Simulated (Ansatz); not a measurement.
Z-matrix (Å, degrees):
```
C
N 1 1.446
H 1 1.094 2 110.0
H 1 1.098 2 111.6 3 119.5
H 1 1.098 2 111.3 3 -120.0
C 2 1.443 1 112.7 3 173.8
Si 2 1.730 1 116.9 3 0.8
H 6 1.089 2 110.8 1 -167.6
H 6 1.098 2 110.0 1 -48.5
H 6 1.099 2 112.5 1 70.8
N 7 1.730 2 104.5 1 -161.5
C 11 1.443 7 129.9 2 26.9
C 11 1.446 7 116.9 2 -161.5
H 12 1.098 11 110.0 7 123.3
H 12 1.099 11 112.5 7 -117.3
H 12 1.089 11 110.8 7 4.3
H 13 1.098 11 111.6 7 120.3
H 13 1.094 11 110.0 7 0.8
H 13 1.098 11 111.3 7 -119.2
```

Charge 0, multiplicity 1.

Problem. List the PBE/def2-TZVPP orbital energies in eV (Ansatz). (Best estimate.)

Solution. The calculation gave: Occupied: -1779.01, -380.40, -380.40, -269.50, -269.50, -269.42, -269.42, -136.61, -93.44, -93.36, -93.26, -22.65, -22.28, -17.68, -17.43, -15.73, -15.03, -12.75, -11.64, -11.31, -11.20, -11.04, -10.75, -9.59, -9.53, -9.40, -8.99, -8.75, -8.19, -5.93, -5.49, -4.69. Lowest empty: -1.34, 0.29, 0.43, 1.17, 1.26, 1.62, 1.79, 2.13.
